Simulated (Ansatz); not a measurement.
Stepwise reaction of `CS[Si](F)(Cl)Cl` with hydrogen fluoride, as a gas-phase model of exchange steps in deposition or etching. ΔE in kJ/mol; ΔG adds harmonic PBE0-D4 terms to CCSD(T)/CBS, at 1 bar.

Computed with Ansatz on PBE0-D4/def2-TZVP structures; ΔE is electronic, products minus reactants. CCSD(T)/CBS adds triple-zeta CCSD(T) − MP2 to the extrapolated MP2 energy (def2 sets, frozen cores). This one scheme is used for every species. Functionals use def2-TZVPP. B3LYP here is the variant with VWN-RPA as its local correlation; programs differ in this. Each species was taken in one conformer, which may not be the lowest.

```tsv
step	reaction	PBE-D4	B3LYP-D4	ωB97M-V	CCSD(T)/CBS	ΔG(400 K)
1	`CS[Si](F)(Cl)Cl` + H–F → `CS[Si](F)(F)Cl` + HCl	-39.2	-49.2	-48.7	-46.0	-51.8
2	`CS[Si](F)(F)Cl` + H–F → `CS[Si](F)(F)F` + HCl	-41.0	-51.2	-50.5	-49.3	-54.2
```

Problem. By hand: ΔE of the 2 steps together at CCSD(T)/CBS.

Solution. (-46.0) + (-49.3) = -95.3 kJ/mol, or -47.6 kJ/mol a step.

In ΔE the steps differ by no more than 3.3 kJ/mol. All are downhill at CCSD(T)/CBS. ΔG lies between -54.2 and -51.8 kJ/mol a step. PBE-D4 differs from CCSD(T)/CBS by 6.8 to 8.3 kJ/mol a step. Isolated molecules leave out the surface, adducts and barriers. Largest T1 diagnostic: 0.011.
